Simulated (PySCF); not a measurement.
Cartesian coordinates (Å):
```xyz
3

Zn     0.0000     0.0000     0.0000
F      0.0953     1.2428     1.2080
F     -0.0953    -1.2428    -1.2080
```
Charge 0, spin multiplicity 1.

What is the computed HOMO, LUMO and charge on the central atom (meta-Löwdin) (PBE-D3(BJ)/def2-TZVP // TPSS-D3(BJ)/def2-SVP run with PySCF)?


- HOMO: -8.58 eV
- LUMO: -2.98 eV
- charge on the central atom (meta-Löwdin): 1.37 e
